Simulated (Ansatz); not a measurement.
`CC1(O)C[SiH2]1` → `CC(C)[Si]O`  (isomerisation)

Calculated with Ansatz (gas phase, PBE0-D4/def2-TZVP geometries, no zero-point term in ΔE). CCSD(T)/CBS adds triple-zeta CCSD(T) − MP2 to the extrapolated MP2 energy (def2 sets, frozen cores). DFT in def2-TZVPP. Each species was taken in one conformer, which may not be the lowest.

| level | ΔE (kcal/mol) |
| --- | --- |
| BLYP-D4 | -38.8 |
| ωB97M-V | -38.5 |
| r2SCAN | -32.6 |
| PBE0 | -33.7 |

**Question.** What does CCSD(T)/CBS give? (An estimate is asked.)

**Answer.** Computed: -38.0 kcal/mol. The listed levels differ from it by -0.8, -0.5, 5.4, 4.3 kcal/mol.

Largest T1 diagnostic among the species: 0.013.

At CCSD(T), def2-SVP lies +3.0 kcal/mol from the extrapolated value and def2-TZVPP −0.3 kcal/mol. Leaving LDA and LC-ωPBE aside and taking each functional with its dispersion term where it has one, the values, not all of them listed here, spread over 6.3 kcal/mol, from BHLYP-D4 to r2SCAN-D4. LDA lies +2.4 kcal/mol from PBE without D4. In def2-TZVPP, CCSD(T) changes the Hartree–Fock value by +1.9 kcal/mol (the triples alone add +0.8 kcal/mol) and MP2 by +3.3 kcal/mol.
